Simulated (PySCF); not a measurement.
How methods differ on the ionisation energy of Kr²⁺

Kr²⁺ [Ar] 3d10 4s2 4p4 (3P) → Kr³⁺ [Ar] 3d10 4s2 4p3 (4S), as a difference of total energies. Computed with PySCF 2.14 in dyall-av2z, with no relativity, point nucleus. Correlated levels: valence: [Ar] 3d10 frozen; virtual orbitals above 40 to 60 times the deepest correlated orbital energy dropped. The calculations carry no spin-orbit coupling.

```
           method  ionisation energy (eV)
              UHF                  34.171
              LDA                  35.705
              PBE                  35.382
             PBE0                  35.391
           r2SCAN                  35.459
        BHandHLYP                  35.414
           B2PLYP                  35.225
        CAM-B3LYP                  35.611
           revPBE                  35.294
    MP2 (valence)                  34.627
SCS-MP2 (valence)                  34.653
```

Problem. How much does correlation contribute at MP2 (valence)?

Solution. 34.627 − (34.171) = 0.456 eV, measured against UHF.

A first-order spin-orbit estimate (lowest level to lowest level, LS coupling) adds 0.211 eV.

These non-relativistic numbers lack the scalar-relativistic shift.

Errors of the correlated levels include the incompleteness of this basis and the frozen core.

For comparison: 35.838 ± 0.02 eV (measured; NIST Atomic Spectra Database, ionization energies).
